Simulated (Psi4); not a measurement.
I$_{3}$Sn (SMILES [I][Sn-]([I])[I]), charge -1, singlet, at a GFN2-xTB geometry (such geometries of metal compounds can be far from the true shape) (core potentials on I, Sn) (a gas-phase anion, which may not be bound at this level); Psi4 with R2SCAN/def2-SVP.

Input for Psi4:
```
memory 2 GB

molecule {
-1 1
  Sn   -0.01199166   -0.00955401    0.94012760
  I    -1.99356510   -1.58626723   -0.33726525
  I    -0.37409393    2.52761379   -0.27480117
  I     2.37897192   -0.93233334   -0.27484642
}

set basis def2-svp
set e_convergence 1e-10

energy('r2scan')
print_variables()
```

Q: What does Psi4 print? Leave out banner, timings and long lists.

A: 
```
   => Loading Basis Set <=

    Name: DEF2-SVP
    Role: ORBITAL
    Keyword: BASIS

    !!!  WARNING: ECP capability is in beta. Please check occupations closely.  !!!

         ---------------------------------------------------------
                                   SCF
               by Justin Turney, Rob Parrish, Andy Simmonett
                          and Daniel G. A. Smith
                              RKS Reference
         ---------------------------------------------------------

  ==> Geometry <==

    Molecular point group: c1
    Full point group: C1

    Geometry (in Angstrom), charge = -1, multiplicity = 1:

       Center              X                  Y                   Z               Mass
    ------------   -----------------  -----------------  -----------------  -----------------
         SN          -0.011987325129    -0.009550556434     0.939787691564   119.902201630000
         I           -1.993560765129    -1.586263776434    -0.337605158436   126.904471900000
         I           -0.374089595129     2.527617243566    -0.275141078436   126.904471900000
         I            2.378976254871    -0.932329886434    -0.275186328436   126.904471900000

  Running in c1 symmetry.

  Rotational constants: A =      0.01222  B =      0.01222  C =      0.00679 [cm^-1]
  Rotational constants: A =    366.26553  B =    366.26552  C =    203.69485 [MHz]
  Nuclear repulsion =  532.249251743070090

  Charge       = -1
  Multiplicity = 1
  Electrons    = 98
  Nalpha       = 49
  Nbeta        = 49

  ==> Algorithm <==

  SCF Algorithm Type is DF.
  DIIS enabled.
  MOM disabled.
  Fractional occupation disabled.
  Guess Type is SAD.
  Energy threshold   = 1.00e-10
  Density threshold  = 1.00e-06
  Integral threshold = 1.00e-12

  ==> Primary Basis <==

  Basis Set: DEF2-SVP
    Blend: DEF2-SVP
    Number of shells: 40
    Number of basis functions: 104
    Number of Cartesian functions: 112
    Spherical Harmonics?: true
    Max angular momentum: 2

  Core potential: DEF2-SVP
    Number of shells: 16
    Number of ECP primitives: 105
    Number of ECP core electrons: 112
    Max angular momentum: 3

  ==> DFT Potential <==

   => LibXC <=

    Version 7.1.2
    S. Lehtola, C. Steigemann, M. J. T. Oliveira, and M. A. L. Marques,  SoftwareX 7, 1–5 (2018) (10.1016/j.softx.2017.11.002)

   => Composite Functional: R2SCAN <=

    r2SCAN Meta-GGA XC Functional  (0.1021/acs.jpclett.0c02405)
    J. W. Furness, A. D. Kaplan, J. Ning, J. P. Perdew, J. Sun  J. Phys. Chem. Lett.  11, 8208–8215, 2020

    Deriv               =              1
    GGA                 =           TRUE
    Meta                =           TRUE

    Exchange Hybrid     =          FALSE
    MP2 Hybrid          =          FALSE

   => Exchange Functionals <=

    1.0000   XC_MGGA_X_R2SCAN

   => Correlation Functionals <=

    1.0000   XC_MGGA_C_R2SCAN

   => LibXC Density Thresholds  <==

    XC_MGGA_C_R2SCAN:  1.00E-15
    XC_MGGA_X_R2SCAN:  1.00E-11

   => Molecular Quadrature <=

    Radial Scheme          =       TREUTLER
    Pruning Scheme         =           NONE
    Nuclear Scheme         =       TREUTLER

    Blocking Scheme        =         OCTREE
    BS radius alpha        =              1
    Pruning alpha          =              1
    Radial Points          =             75
    Spherical Points       =            302
    Total Points           =          82349
    Total Blocks           =            741
    Max Points             =            256
    Max Functions          =            100
    Weights Tolerance      =       1.00E-15

   => Loading Basis Set <=

    Name: (DEF2-SVP AUX)
    Role: JKFIT
    Keyword: DF_BASIS_SCF

  ==> Integral Setup <==

  SCF_SUBTYPE=INCORE selected. In-core MEM_DF algorithm will be used.
  Using in-core AOs.

  ==> MemDFJK: Density-Fitted J/K Matrices <==

    J tasked:                   Yes
    K tasked:                    No
    wK tasked:                   No
    Algorithm:                 Core
    Schwarz Cutoff:           1E-12
    Mask sparsity (%):       7.5629
    Fitting Condition:        1E-10

   => Auxiliary Basis Set <=

  Basis Set: (DEF2-SVP AUX)
    Blend: DEF2-UNIVERSAL-JKFIT
    Number of shells: 184
    Number of basis functions: 872
    Number of Cartesian functions: 1236
    Spherical Harmonics?: true
    Max angular momentum: 5

  Minimum eigenvalue in the overlap matrix is 1.1574905400E-02.
  Reciprocal condition number of the overlap matrix is 3.2535048903E-03.
    Using symmetric orthogonalization.

  ==> Pre-Iterations <==

  SCF Guess: Superposition of Atomic Densities via on-the-fly atomic UHF (no occupation information).

   -------------------------
    Irrep   Nso     Nmo
   -------------------------
     A        104     104
   -------------------------
    Total     104     104
   -------------------------

  ==> Iterations <==

                           Total Energy        Delta E     RMS |[F,P]|

   @DF-RKS iter SAD: -1098.63045872469684   -1.09863e+03   0.00000e+00
   @DF-RKS iter   1: -1107.52855614840564   -8.89810e+00   9.03134e-03 ADIIS/DIIS
   @DF-RKS iter   2: -1107.41265829993563    1.15898e-01   1.04040e-02 ADIIS/DIIS
   @DF-RKS iter   3: -1108.03424991028578   -6.21592e-01   2.68995e-03 ADIIS/DIIS
   @DF-RKS iter   4: -1108.09072288496441   -5.64730e-02   1.03641e-03 ADIIS/DIIS
   @DF-RKS iter   5: -1108.09952737209642   -8.80449e-03   2.07548e-04 ADIIS/DIIS
   @DF-RKS iter   6: -1108.09987531401657   -3.47942e-04   3.08553e-05 DIIS
   @DF-RKS iter   7: -1108.09988147590525   -6.16189e-06   1.14367e-05 DIIS
   @DF-RKS iter   8: -1108.09988244099895   -9.65094e-07   1.66649e-06 DIIS
   @DF-RKS iter   9: -1108.09988246454191   -2.35430e-08   5.67528e-07 DIIS
   @DF-RKS iter  10: -1108.09988246743706   -2.89515e-09   6.25543e-08 DIIS
   @DF-RKS iter  11: -1108.09988246748503   -4.79758e-11   9.85289e-09 DIIS
  Energy and wave function converged.

  ==> Post-Iterations <==

   Electrons on quadrature grid:
      Ntotal   =   98.0000486204 ; deviation = 4.862e-05

    Orbital Energies [Eh]
    ---------------------

    Doubly Occupied:

       1A     -6.617262     2A     -6.617258     3A     -6.617253
       4A     -4.915468     5A     -4.635264     6A     -4.635262
       7A     -4.635257     8A     -4.628333     9A     -4.628333
      10A     -4.628332    11A     -4.628261    12A     -4.628256
      13A     -4.628236    14A     -3.254510    15A     -3.254505
      16A     -3.252273    17A     -1.686548    18A     -1.686522
      19A     -1.686502    20A     -1.684428    21A     -1.684410
      22A     -1.684403    23A     -1.684346    24A     -1.684338
      25A     -1.684261    26A     -1.678563    27A     -1.678559
      28A     -1.678546    29A     -1.678535    30A     -1.678533
      31A     -1.678523    32A     -0.840484    33A     -0.840464
      34A     -0.838113    35A     -0.838043    36A     -0.837019
      37A     -0.500688    38A     -0.486868    39A     -0.486866
      40A     -0.286437    41A     -0.148649    42A     -0.148648
      43A     -0.119284    44A     -0.101528    45A     -0.101523
      46A     -0.090936    47A     -0.090935    48A     -0.086568
      49A     -0.063904

    Virtual:

      50A      0.065267    51A      0.089731    52A      0.089731
      53A      0.301315    54A      0.320897    55A      0.320909
      56A      0.364142    57A      0.379861    58A      0.379865
      59A      0.401832    60A      0.420998    61A      0.421002
      62A      0.519689    63A      0.519732    64A      0.519757
      65A      0.532696    66A      0.532718    67A      0.537554
      68A      0.540765    69A      0.545135    70A      0.545142
      71A      0.564015    72A      0.564138    73A      0.564142
      74A      0.564627    75A      0.572538    76A      0.572542
      77A      0.580176    78A      0.632874    79A      0.643134
      80A      0.643135    81A      0.689157    82A      0.689160
      83A      0.754792    84A      0.754797    85A      0.762977
      86A      0.926117    87A      0.980414    88A      0.980415
      89A     14.638918    90A     14.786185    91A     14.786197
      92A     18.686918    93A     18.686929    94A     18.721920
      95A     18.806235    96A     18.806264    97A     18.819600
      98A     18.831474    99A     18.929115   100A     18.929120
     101A     51.833586   102A     56.059593   103A     56.059596
     104A     56.155681

    Final Occupation by Irrep:
              A
    DOCC [    49 ]
    NA   [    49 ]
    NB   [    49 ]

  @DF-RKS Final Energy: -1108.09988246748503

   => Energetics <=

    Nuclear Repulsion Energy =            532.2492517430700900
    One-Electron Energy =               -3010.4819158513914772
    Two-Electron Energy =                1455.6070281469703787
    DFT Exchange-Correlation Energy =     -85.4742465061339232
    Empirical Dispersion Energy =           0.0000000000000000
    VV10 Nonlocal Energy =                  0.0000000000000000
    Total Energy =                      -1108.0998824674850312

Computation Completed

Properties will be evaluated at   0.000000,   0.000000,   0.000000 [a0]

Properties computed using the SCF density matrix

 Multipole Moments:

 ------------------------------------------------------------------------------------
     Multipole            Electronic (a.u.)      Nuclear  (a.u.)        Total (a.u.)
 ------------------------------------------------------------------------------------

 L = 1.  Multiply by 2.5417464519 to convert [e a0] to [Debye]
 Dipole X            :         -0.0456336            0.0367102           -0.0089234
 Dipole Y            :         -0.0363735            0.0292478           -0.0071257
 Dipole Z            :          3.5822286           -2.8780244            0.7042042
 Magnitude           :                                                    0.7042968

 ------------------------------------------------------------------------------------

  Variable Map:
  ----------------------------------------------------------------------------
  "CURRENT ENERGY"              =>   -1108.099882467485
  "CURRENT REFERENCE ENERGY"    =>   -1108.099882467485
  "DD SOLVATION ENERGY"         =>       0.000000000000
  "DFT FUNCTIONAL TOTAL ENERGY" =>   -1108.099882467485
  "DFT TOTAL ENERGY"            =>   -1108.099882467485
  "DFT VV10 ENERGY"             =>       0.000000000000
  "DFT XC ENERGY"               =>     -85.474246506134
  "GRID ELECTRONS ALPHA"        =>      49.000024310188
  "GRID ELECTRONS BETA"         =>      49.000024310188
  "GRID ELECTRONS TOTAL"        =>      98.000048620377
  "NUCLEAR REPULSION ENERGY"    =>     532.249251743070
  "ONE-ELECTRON ENERGY"         =>   -3010.481915851391
  "PCM POLARIZATION ENERGY"     =>       0.000000000000
  "PE ENERGY"                   =>       0.000000000000
  "SCF ITERATION ENERGY"        =>   -1108.099882467485
  "SCF ITERATIONS"              =>      11.000000000000
  "SCF TOTAL ENERGY"            =>   -1108.099882467485
  "TWO-ELECTRON ENERGY"         =>    1455.607028146970
  "XC GRID RADIAL POINTS"       =>      75.000000000000
  "XC GRID SPHERICAL POINTS"    =>     302.000000000000
  "XC GRID TOTAL POINTS"        =>   82349.000000000000

  Array Variable Map:
  ----------------------------------------------------------------------------
  "CURRENT DIPOLE"              =>      -0.008923389203 ... 0.704204240795 1 by 3
  "SCF DIPOLE"                  =>      -0.008923389203 ... 0.704204240795 1 by 3
  "SCF TOTAL ENERGIES"          =>   -1098.630458724697 ... -1108.099882467485 1 by 12
```
